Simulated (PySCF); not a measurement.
## Gas-phase XPS of `OB1OCCO1`, computed

Species: C2H5BO3.
Atom-mapped SMILES: `[OH:1][B:2]1[O:3][CH2:4][CH2:5][O:6]1`

Computed, not measured: delta-SCF UKS SCAN, pcX-2 on the ionised atom, pcseg-1 elsewhere, spin-free X2C in PySCF 2.14.0. These are vertical core ionisation energies against the vacuum level, from separate self-consistent calculations with and without the core hole.

**Question.** List the computed XPS lines with their assignment.

**Answer.** 
| atom(s) | environment | level | binding energy (eV) | above the level's lowest (eV) | count |
| --- | --- | --- | --- | --- | --- |
| O1 | boron-bound oxygen | O 1s | 539.25 | +0.47 | 1 |
| B2 | three-coordinate boron | B 1s | 197.98 | 0.00 | 1 |
| O3/O6 | boron-bound oxygen | O 1s | 538.78 | 0.00 | 2 |
| C4/C5 | sp3 carbon bound to oxygen | C 1s | 292.66 | 0.00 | 2 |

Lowest listed O 1s: O3/O6, bonded to C and B. Highest, 0.47 eV above it: O1, bonded to H and B. Summing the Pauling electronegativity differences to the bonded atoms, each weighted by its formal bond order, gives -2.29 for the lowest site and -2.64 for the highest; the largest sum, -2.29, belongs to O3/O6, 0.47 eV below the top. The smallest sum, -2.64, belongs to O1, 0.47 eV above the lowest.

**Question.** What is the longest wavelength that can ionise B 1s of B2 vertically?

**Answer.** λ = hc/E = 12398.42 eV Å / 197.98 eV = 62.625 Å.

**Question.** Which effective nuclear charge Zeff reproduces each element's mean 1s value in the hydrogen-like formula E = 13.606 eV × Zeff²?

**Answer.** B (Z = 5): mean 198.0 eV, Zeff = 3.81, Z − Zeff = 1.19; C (Z = 6): mean 292.7 eV, Zeff = 4.64, Z − Zeff = 1.36; O (Z = 8): mean 538.9 eV, Zeff = 6.29, Z − Zeff = 1.71. Means run over the listed sites, weighted by atom count.

Topologically equivalent atoms share the value of their first member; where this conformer doesn't relate them by symmetry, their own values could differ. The structure is a single PBE0-D3(BJ)/def2-SVP conformer in the gas phase; no vibrational or solvent corrections.

The run took 22 s on Arm Neoverse V1, one thread, on a shared host, and the process peaked at 0.52 GiB of memory.

The values belong to the conformer `[OH:1][B:2]1[O:3][CH2:4][CH2:5][O:6]1`: H–O1–B2–O3 1°.
